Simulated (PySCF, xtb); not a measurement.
Si(H)(OH)(SiH3)2 (H8OSi3), SMILES O[SiH]([SiH3])[SiH3].

GFN2-xTB run with xtb at its own geometry gives an orbital gap of 3.75 eV and a dipole moment of 0.98 D.

Geometry: PBE0-D3(BJ)/def2-SVP. One conformer was computed; it need not be the lowest.

Task: What does PBE/def2-TZVP (PySCF) give? (Estimate from the structure and the level; the computed values follow.)

Result: gap 4.65 eV (levels -6.32 and -1.68 eV), dipole 0.97 D.
